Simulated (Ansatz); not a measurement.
**Question.** Predict a relaxed structure of (CdO)2 ring (Cd2O2), charge 0, singlet, at r2SCAN-D4/def2-TZVP (Ansatz).

**Answer.** 
```tsv
atom	x (Å)	y (Å)	z (Å)
Cd1	0.6192	1.1553	-0.3403
O2	-0.6225	-0.1013	-1.4770
Cd3	-0.6192	-1.1553	0.3403
O4	0.6225	0.1014	1.4770
```
Point group D2h (tolerance 0.1 Å). This is one stationary point.

In the def2 sets Cd takes a core potential; there is no spin–orbit coupling. The restricted singlet is unstable towards broken spin symmetry at other levels; at r2SCAN-D4/def2-TZVP this wasn't settled.
